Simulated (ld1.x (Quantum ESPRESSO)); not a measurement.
# Before and after: TM potential for I (Z = 53)

I, norm-conserving Troullier–Martins (Kleinman–Bylander form), made with ld1.x (Quantum ESPRESSO) 7.5 (LDA (PZ), non-relativistic). Core [Kr], reference 4d10 5s2 5p5. Waves: 5s (bound): rc 1.35 bohr; 5p (bound): rc 1.90 bohr; 4d (bound): rc 1.40 bohr. Local part: all-electron potential smoothed inside 1.15 bohr (lloc = -1). Core correction: a·sin(br)/r model core inside 1.35 bohr.

All-electron outer shells of the reference configuration (LDA (PZ), non-relativistic, ld1.x):

```tsv
shell	level (eV)	outermost node (bohr)	outermost maximum (bohr)
4s	-166.41	0.39	0.71
4p	-124.42	0.38	0.73
4d	-52.73	0.35	0.77
5s	-16.23	0.92	1.76
5p	-7.30	0.97	2.05
```

Change: wave 5s (bound): rc 1.35 bohr becomes 5s (bound): rc 1.84 bohr.

Cutoffs: the cutoffs (Ry, on a coarse ladder) from which the occupation-weighted sum of valence levels, in a spherical-Bessel basis at the reference potential, stays within 10 and 1 mRy of its value at 400 Ry; they do not see the model core or the augmentation charge, which bear on the density cutoff. Errors are all-electron minus pseudo energies relative to the spin-unpolarised reference configuration.

Question: Predict the effect on cutoff, ghosts and configuration errors.

Answer: The potential gets neither clearly harder nor softer (110 Ry and 200 Ry → 110 Ry and 180 Ry); both files keep a bound ghost (p, s); of the 8 tests that both files solve, the error grows in 4 and shrinks in 2 by more than 15 % and 0.3 meV (median size 7.9 → 5.8 meV).

```csv
quantity,base,changed
"cutoff, loose",110 Ry,110 Ry
"cutoff, tight",200 Ry,180 Ry
loose cutoff by channel (10 mRy a level),"s 45 Ry, p 30 Ry, d 90 Ry","s 21 Ry, p 30 Ry, d 90 Ry"
bound ghosts,"s, p","s, p"
"tests counted (converged, no solver errors)",8 of 9,8 of 9
"error for 4d10 5s2 5p4, meV [ΔE 11.33 eV]",+1.2,+1.7
"error for 4d10 5s2 5p3, meV [ΔE 31.35 eV]",+6.9,+9.8
"error for 4d10 5s2 5p2, meV [ΔE 60.84 eV]",+21,+30
"error for 4d10 5s1 5p5, meV [ΔE 20.81 eV]",-5.7,+2.2
"error for 4d10 5s1 5p6, meV [ΔE 9.00 eV]",-9.9,-1.1
"error for 4d10 5s2 5p1, meV [ΔE 100.41 eV]",+48,+71
"error for 4d10 5s2 5p5 (spin-polarised), meV [ΔE -0.12 eV]",+1.6,+1.6
"error for 4d10 5s2 5p4 (spin-polarised), meV [ΔE 10.78 eV]",+8.8,+9.3
s: phases at 2.06 bohr within 0.05 rad from the reference energy up to (Ry; the scan ends near 5),3.3,2.4
p: phases at 2.06 bohr within 0.05 rad from the reference energy up to (Ry; the scan ends near 5),to the end of the scan,to the end of the scan
d: phases at 2.06 bohr within 0.05 rad from the reference energy up to (Ry; the scan ends near 5),to the end of the scan,to the end of the scan
```

Base: Tests not counted: 4d9 5s2 5p5 (solver errors, printed error -2943 eV). Changed file: Tests not counted: 4d9 5s2 5p5 (solver errors, printed error -2200 eV). A true bound ghost makes a file unfit for plane-wave use even where its test errors are small: the radial tests pick states by their node count and pass the ghost by. Where a test does run into it, the solver fails or the error is huge.
